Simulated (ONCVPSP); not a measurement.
Building the ONCV potential for iridium (Ir) (BLYP, scalar-relativistic).

ONCVPSP 4.0.1 input, shortened (lines: element, Z, core and valence counts, functional; n l f; lmax; l rc ep ncon nbas qcut; lloc lpopt rc5 dvloc0; l nproj debl; icmod fcfact rcfact), BLYP, scalar-relativistic:

```
  Ir 77.00   10    3  -106131      upf
    1    0    2.00
    2    0    2.00
    2    1    6.00
    3    0    2.00
    3    1    6.00
    3    2   10.00
    4    0    2.00
    4    1    6.00
    4    2   10.00
    4    3   14.00
    5    0    2.00
    5    1    6.00
    5    2    6.00
    2
    0    1.30    0.00    4    8    8.40
    1    1.80    0.00    4    7    7.50
    2    1.60    0.00    4    7    6.40
    4    5    0.95    0.00
    0    2    3.80
    1    2    2.60
    2    2    2.80
    2    0.35    0.65
```

In the s channel the program set the typed energies aside and used -4.759, 0.250 Ha. In the p channel the program set the typed energies aside and used -3.157, 0.050 Ha.

All-electron outer shells of the reference configuration (BLYP, scalar-relativistic, ld1.x):

```tsv
shell	level (eV)	outermost node (bohr)	outermost maximum (bohr)
4f	-93.83	–	0.39
5p	-85.91	0.54	1.01
5d	-36.78	0.59	1.28
```

Q: Estimate the cutoffs (Ha) at which the residual kinetic energy of the hardest occupied pseudo-wave falls to 1 and 0.1 mHa per electron.

A: 30 Ha and 35 Ha.

Q: What does a ghost test show?

A: Ghosts flagged at negative energy: s at -28.7 eV; GHOST(+) flagged for p at 173.6 eV. A true bound ghost makes a file unfit for plane-wave use.

Q: Which valence shell sets the plane-wave cutoff?

A: 5s: 30 Ha for 1 mHa per electron, against 18 Ha for 5d.

Its largest configuration-test error is +5.8 meV (5s2 5p6 5d7). 3 of 4 tests not solved or not reliable.
